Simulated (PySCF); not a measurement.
## From computed data to an observable: oscillator strength and radiative lifetime

3,3-difluorocyclobutene (C4H4F2), SMILES FC1(F)C=CC1.

The structure is a stationary point at B3LYP-D3(BJ)/def2-SVP.

TDA-CAM-B3LYP/def2-SVPD (PySCF) puts the first singlet state with f over 0.02 at 7.52 eV (vertical), with the transition dipole (0.820, 0.828, 0.000) in atomic units.

Task: Find the oscillator strength, the wavelength and the radiative lifetime that this transition would have in vacuum if emission retraced absorption.

Result: 
|μ|² = 1.3580 au, so |μ| = 2.96 D. ΔE = 7.52/27.211 = 0.2764 hartree. f = (2/3) ΔE |μ|² = 0.250 (the program prints 0.250).
λ = 1239.84/7.52 = 165 nm; ν = 60653 cm⁻¹.
Einstein's coefficient A = 0.6670 ν² f s⁻¹ (ν in cm⁻¹) = 6.1e8 s⁻¹, so τ = 1/A = 1.6 ns. This state is S2; the lower singlet has f = 0.000. The figure is the radiative limit of this one transition; relaxation, internal conversion, crossing to triplets and a medium change what is measured.
